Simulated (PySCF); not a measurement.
CH4SSeZn, SMILES C[S][Zn][SeH]. Heavy atoms are numbered as in [Zn:1]([S:2][CH3:3])[SeH:7]. Hydrogens are named by the atom that carries them.

Geometry optimised at PBE0-D3(BJ)/def2-SVP. The structure was generated by enumeration; whether it is a known compound was not checked. Other conformers were not sampled.

All values below come from PBE0/pcSseg-1 run with PySCF.

GIAO shieldings, no solvent; atoms alike by connectivity are averaged. δ = σ(ref) − σ: ³³S against H2S (σ = 716.7 ppm); ¹³C against TMS (σ = 186.3 ppm); ¹H against TMS (σ = 31.56 ppm); ⁷⁷Se against Me2Se (σ = 1740.1 ppm), references at their B3LYP-D3(BJ)/def2-TZVP geometries, non-relativistic.

Computed chemical shifts:
```tsv
nucleus	atoms	count	δ (ppm)
³³S	S2	1	42.6
¹³C	C3 (CH3)	1	12.5
¹H	H on C3	3	2.33
¹H	H on Se7	1	0.06
⁷⁷Se	Se7 (SeH)	1	-576.8
```
